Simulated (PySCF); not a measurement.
**Which determinant of GaN lies lowest?**

Unrestricted PBE0; basis Ga 6-31G(d,p), N 6-31G(d,p); no relativity; PySCF 2.14. Outer shells of the fragments: Ga 3d10 4s2 4p1; N 2s2 2p3.

Followed along the bond (rough minima from three points):

```csv
2Ms+1,unpaired,⟨S²⟩ at the start,R at minimum (Å),Te (eV)
3,π ↑↑,2.01,2.01,0.00
3,"σ ↑, π ↑",2.03,1.86,0.17
1,π ↑↓,1.00,2.01,0.54
1,"σ ↓, π ↑",1.02,1.84,0.55
5,"σ ↑, π ↑↑↑",6.01,none in the scan,≤ 2.16
```

Solutions found at the starting distance of 1.860 Å, counted from the lowest of them; the search is not exhaustive and high or unbound solutions are not listed, so other states can lie among these:

| 2Ms+1 | unpaired | term | E (eV) | ⟨S²⟩ | ⟨Lz²⟩ | μ (D) |
| --- | --- | --- | --- | --- | --- | --- |
| 3 | π ↑↑ | ³Σ⁻ | 0.00 | 2.01 | 0.00 | -0.96 |
| 3 | σ ↑, π ↑ | ³Π | 0.01 | 2.03 | 1.01 | -2.35 |
| 1 | σ ↓, π ↑ | mixed | 0.40 | 1.02 | 1.02 | -2.67 |
| 1 | π ↑↓ | mixed | 0.54 | 1.00 | 2.01 | -0.90 |
| 1 | none | ¹Σ⁺ | 1.69 | 0.00 | 0.00 | -4.04 |
| 1 | none | mixed | 2.08 | 0.00 | 2.00 | -0.67 |
| 5 | σ ↑, π ↑↑↑ | ⁵Π | 2.50 | 6.01 | 1.00 | -0.26 |
| 3 | σ ↓, π ↑↑↑ | mixed | 3.43 | 3.02 | 1.00 | -0.18 |
| 1 | σ ↑, π ↑↓↓ | mixed | 3.79 | 2.02 | 3.01 | 0.04 |
| 3 | π ↑↑ | mixed | 4.07 | 2.11 | 2.01 | -2.40 |
| 3 | π ↑↑ | mixed | 4.42 | 2.08 | 2.00 | -2.43 |
| 5 | σ ↑↑, π ↑↑ | ⁵Σ⁻ | 5.05 | 6.01 | 0.00 | -0.68 |
| 5 | σ ↑↑, π ↑↑ | mixed | 5.12 | 6.00 | 2.01 | -1.47 |
| 5 | σ ↑↑, π ↑↑ | mixed | 5.49 | 6.01 | 2.00 | -1.64 |

A term symbol is given only where ⟨S²⟩ and ⟨Lz²⟩ are close to those of a pure state; real π, δ and φ orbitals otherwise mix terms. A positive dipole means Ga(−)N(+).

Question: Compare the gap between the two lowest followed solutions at the starting distance with the gap between their minima.

Answer: At PBE0 the second solution (triplet, unpaired electrons σ ↑, π ↑) lies +0.01 eV from the first (triplet, unpaired electrons π ↑↑) at 1.860 Å and +0.17 eV at the minima; the two curves relax by different amounts, since their minima lie near 1.86 and 2.01 Å.

Spin–orbit coupling is left out.
